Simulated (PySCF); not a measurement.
Compound: K2.
Structure used (PBE/def2-TZVP), in Å, numbered top down from 1:
```
atom  x, y, z in Å
K1     2.0008   -0.0055   -0.0051
K2    -1.9981    0.0006   -0.0124
```

Theory: PBE/def2-TZVP geometry optimisation, gas phase in PySCF.

Masses are those of the commonest isotopes; rigid-rotor values at the optimised geometry. 

Q: What are the moment of inertia and the rotational constant?

A: I = 311.537 u·Å², B = 505379 MHz·u·Å²/I = 1622 MHz (0.0541 cm⁻¹, or 0.078 K as hB/k). For two atoms I = μr² with μ = 19.4819 u and r = 3.9989 Å.

Q: List the first levels of a rigid rotor in a Σ state.

A: E(J) = BJ(J+1): J = 1: 0.108, J = 2: 0.325, J = 3: 0.649, J = 4: 1.082, J = 5: 1.623, J = 6: 2.273 cm⁻¹.

Q: Has it a pure rotational spectrum?

A: Not by electric dipole: D∞h allows no dipole (computed 0.00 D). Rotational Raman lines (ΔJ = 2) lie at B(4J + 6), spaced by 4B = 0.216 cm⁻¹, with nuclear-spin weights that differ between even and odd J.

PBE/def2-TZVP frequencies: not computed here. Zero-point vibration and centrifugal distortion are left out.
